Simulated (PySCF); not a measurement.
These 2 structures share the formula C6H8F3N. Computed with PySCF, PBE0-D3(BJ)/def2-SVP geometry optimisation, gas phase. Energies are electronic, without zero-point or thermal terms, for one conformer each. No frequencies were run at this level. Point groups hold within 0.08 Å.

Question: Rank from lowest to highest electronic energy at this level (kcal/mol).
A. `[NH2:1][C@:2]12[CH2:3][C@:4]([C:5]([F:6])([F:7])[F:8])([CH2:9]1)[CH2:10]2` with H–N1–C2–C3 63° and -178°
B. `[F:1][C:2]([F:3])([F:4])[C@@H:5]1[CH2:6][CH2:7][CH:8]=[N:9][CH2:10]1` with C2–C5–C6–C7 177°, C5–C6–C7–C8 42°, C6–C7–C8–N9 -13°, C8–N9–C10–C5 -15°

Answer: B (0.0), A (35.7).

As drawn, the lower has a C=N bond, which the higher lacks; the higher has a four-membered ring, an N–H bond and a quaternary carbon, which the lower lacks.

```csv
SMILES,E (Eh),E rel (kcal/mol),dipole (D),point group,"A, B, C (MHz)"
FC(F)(F)[C@@H]1CCC=NC1,-586.70178,0.0,2.46,C1,"2612, 921.2, 793.5"
N[C@]12C[C@](C(F)(F)F)(C1)C2,-586.64493,35.7,3.05,Cs,"2957, 861.1, 860.2"
```
